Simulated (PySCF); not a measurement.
**Cost of excited-state runs on SMILES [H]/N=C1/COC[C@H]1C#C, C₆H₇NO**

Geometry (Å), atoms numbered from 1 in this order:
```xyz
15

C     2.554    1.191    0.221
C     1.544    0.786   -0.277
C     0.330    0.240   -0.834
C    -0.918    1.120   -0.641
O    -2.010    0.226   -0.616
C    -1.588   -0.925    0.082
C    -0.106   -1.054   -0.148
N     0.559   -2.054    0.199
H     3.439    1.569    0.638
H     0.478    0.022   -1.900
H    -1.085    1.829   -1.453
H    -0.843    1.669    0.311
H    -1.771   -0.821    1.163
H    -2.146   -1.787   -0.285
H     1.558   -2.003    0.013
```

PySCF with density fitting, on 1 thread of an Arm Neoverse V1, shared host. Command: `OMP_NUM_THREADS=1 python excited_run.py task.json out`

Problem. How long does each of these runs take, and how much memory?
- magnetisability and related constants, BHandHLYP/pcSseg-1; isotopologues
- magnetisability and related constants, revPBE/6-311G**; guess vsap

Solution. 
| run | level | basis functions | wall time | peak memory (GiB) |
| --- | --- | --- | --- | --- |
| magnetisability and related constants | BHandHLYP/pcSseg-1 | 171 | 27 s | 0.79 |
| magnetisability and related constants | revPBE/6-311G** | 186 | 50 s | 0.61 |

Times from a shared host are rough.
